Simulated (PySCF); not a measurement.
**UHF on Ga⁺ (gallium, charge +1)**

Configuration: [Ar] 3d10 4s2, closed-shell 1S. Calculation: PySCF 2.14, in cc-pVTZ-DK (6s5p3d1f, 43 functions); scalar relativity by spin-free X2C-1e.

```
Total energy                        : -1941.971459 hartree
One-electron energy                 : -2699.7191 hartree
Hartree (Coulomb) energy            : 832.0905 hartree
Exchange energy                     : -74.3429 hartree
⟨S²⟩                                : 0.0000
⟨L²⟩                                : 0.000
Sum of ⟨r⟩                          : 19.58 bohr
Sum of ⟨r²⟩                         : 24.90 bohr²
Langevin diamagnetic susceptibility : -19.7 ×10⁻⁶ cm³/mol
Time after the integrals            : 0.12 s of wall time on 1 thread of Neoverse-V1 (shared host)
```

| shell | electrons | mean orbital energy (hartree) | rms radius, mean of both spins (bohr) |
| --- | --- | --- | --- |
| 1s | 2 | -383.99223 | 0.0560 |
| 2s | 2 | -49.58574 | 0.235 |
| 2p | 6 | -43.04343 | 0.211 |
| 3s | 2 | -6.88268 | 0.698 |
| 3p | 6 | -4.82614 | 0.738 |
| 3d | 10 | -1.46859 | 0.895 |
| 4s | 2 | -0.69961 | 2.48 |

Densities and radii are taken from the X2C orbitals without a picture-change correction, which distorts them close to the nucleus.
